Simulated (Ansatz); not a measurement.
`C[SiH](C)Br` → `C[SiH2]Br` + `[CH2]` (triplet) at 400 K and 1 bar (formal loss of a carbene).

Calculated with Ansatz (gas phase, PBE0-D4/def2-TZVP geometries, no zero-point term in ΔE). CCSD(T)/CBS is the MP2 limit (def2-TZVPP, def2-QZVPP) plus CCSD(T) − MP2 in def2-TZVPP, frozen cores. This one scheme is used for every species. Triplets are unrestricted, without spin–orbit coupling. For Br outer-core shells are correlated without core-valence functions, which leaves a few kJ/mol of doubt a bond. Scalar relativity is left out up to krypton.

```
          species  CCSD(T)/CBS energy (Eh)  H − E (kJ/mol)  S (J/(mol·K))
    `C[SiH](C)Br`              -2942.79434           251.7          380.7
      `C[SiH2]Br`              -2903.51417           168.6          335.0
`[CH2]` (triplet)                -39.09499            59.0          205.7
```

H − E and S are ideal-gas, rigid-rotor, harmonic terms from PBE0-D4/def2-TZVP, with the whole ground term of open shells counted as degenerate. 1 Eh = 2625.50 kJ/mol, R = 8.31446 J/(mol·K).

Problem. By hand: ΔE, ΔH, ΔS and ΔG.

Solution. ΔE = (-2903.51417) + (-39.09499) − (-2942.79434) = 0.18518 Eh = 486.2 kJ/mol. Δ(H − E) = 168.6 + 59.0 − 251.7 = -24.1, so ΔH = 462.1 kJ/mol. ΔS = 335.0 + 205.7 − 380.7 = 160.0 J/(mol·K). ΔG = 462.1 − 400 × (160.0)/1000 = 398.1 kJ/mol.

Problem. By hand: the equilibrium constant, and the temperature at which ΔG would vanish if ΔH and ΔS stayed fixed.

Solution. log₁₀ K = −ΔG/(RT ln 10) = -52.0. ΔG = 0 at ΔH/ΔS = 2888 K, far beyond where these terms or the molecules hold.

The number of gas molecules changes by +1, which sets the sign of ΔS. A doubt of 5 kJ/mol in ΔE shifts log₁₀ K by 0.7 here. A triplet takes part, so the spin changes. These are equilibria of isolated gas molecules and say nothing of rates. Largest T1 diagnostic: 0.011 (customary marks: 0.02 for closed shells, 0.045 for open ones).
